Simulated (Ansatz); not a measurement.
Cost and result for the atomization energy of C10H22O, SMILES `CCCCCCCCCCO` (33 atoms, 32 bonds).

```xyz
33

C     0.0300    0.4815    3.3142
C     0.7769    1.6477    2.6864
C     0.6863    1.6888    1.1663
C    -0.7104    1.9761    0.6360
C    -0.7872    2.0802   -0.8834
C    -0.3768    0.8200   -1.6371
C    -1.2383   -0.3929   -1.3220
C    -0.8853   -1.6336   -2.1357
C     0.5343   -2.1527   -1.9360
C     0.8398   -2.5549   -0.5064
O     2.1543   -3.0441   -0.3417
H     0.3933   -0.4721    2.9189
H     0.1648    0.4619    4.3981
H    -1.0438    0.5330    3.1202
H     1.8313    1.5923    2.9761
H     0.3980    2.5913    3.0968
H     1.0509    0.7343    0.7688
H     1.3714    2.4548    0.7838
H    -1.4084    1.2090    0.9856
H    -1.0637    2.9188    1.0702
H    -1.8116    2.3465   -1.1688
H    -0.1531    2.9111   -1.2139
H     0.6740    0.5967   -1.4271
H    -0.4281    1.0200   -2.7140
H    -1.1769   -0.6261   -0.2541
H    -2.2885   -0.1392   -1.5083
H    -1.0327   -1.4161   -3.1994
H    -1.5940   -2.4326   -1.8889
H     0.6827   -3.0267   -2.5833
H     1.2696   -1.4079   -2.2551
H     0.7660   -1.6929    0.1606
H     0.0984   -3.2918   -0.1609
H     2.2770   -3.7804   -0.9464
```

Total charge 0; spin multiplicity 1. Geometry: relaxed with PBE0-D4/def2-TZVP. It is one conformer, not always the lowest. Program: Ansatz. All runs use 10 threads of an AMD EPYC 7R13 on a shared host and a whole NVIDIA H100 80 GB. Times are those of one run each, without the atoms' runs, and a repeat can differ threefold. Electronic energies, without spin–orbit coupling; frozen cores. CCSD(T)/CBS adds CCSD(T) − MP2 in def2-TZVPP to the MP2 limit, and its time is that of the two runs behind it. T1 = 0.009. B3LYP takes the VWN-RPA correlation (the form of Gaussian; ORCA's B3LYP/G). HSE06 is the plane-wave form, built on full-range PBE exchange.

CCSD(T)/CBS is a level of theory with its own doubt, some kJ/mol a heavy atom from the limit and from the frozen cores, so smaller differences don't rank the functionals.

| level | functions | wall time | atomization (kcal/mol) | difference from CCSD(T)/CBS | per bond |
| --- | --- | --- | --- | --- | --- |
| LDA (SPW92)/def2-TZVPP | 649 | 2.3 s | 3594.7 | 430.6 | 13.5 |
| BHLYP-D4/def2-TZVPP | 649 | 2.6 s | 3093.7 | -70.4 | -2.2 |
| HSE06-D4/def2-TZVPP | 649 | 2.7 s | 3187.9 | 23.8 | 0.7 |
| CAM-B3LYP-D4/def2-TZVPP | 649 | 2.7 s | 3178.7 | 14.6 | 0.5 |
| r2SCAN-D4/def2-TZVPP (with forces) | 649 | 2.9 s | 3169.2 | 5.1 | 0.2 |
| ωB97X-V/def2-TZVPP | 649 | 3.3 s | 3168.2 | 4.1 | 0.1 |
| B3LYP-D4/def2-TZVPP (with forces) | 649 | 3.8 s | 3163.4 | -0.7 | 0.0 |
| PBE-QIDH/def2-TZVPP | 649 | 4 s | 3162.0 | -2.1 | -0.1 |
| ωB97M-V/def2-TZVPP (with forces) | 649 | 4.3 s | 3171.9 | 7.8 | 0.2 |
| CCSD(T)/def2-SVP | 264 | 6 s | 3049.0 | -115.1 | -3.6 |
| MP2/def2-QZVPP | 1287 | 7.5 s | 3169.0 | 4.9 | 0.2 |
| CCSD(T)/def2-TZVPP | 649 | 99 s | 3098.2 | -65.9 | -2.1 |
| CCSD(T)/CBS(def2) | – | 110 s | 3164.1 | 0.0 | 0.0 |

The D4 term adds +28.0 kcal/mol with B3LYP and +15.4 kcal/mol with PBE0; it sums over pairs of atoms, weighted by their polarisabilities, and B3LYP, whose exchange is more repulsive, gets the larger term. From r2SCAN to r2SCAN0 (25 % exact exchange), in def2-TZVPP and without D4, the atomization energy moves by −27.3 kcal/mol: exact exchange takes away binding that semilocal exchange gives to molecules. At CCSD(T), def2-SVP lies −115.1 kcal/mol from the extrapolated value and def2-TZVPP −65.9 kcal/mol: correlation converges slowly with the basis, and small sets miss more of it in the bonded molecule than in its fragments.
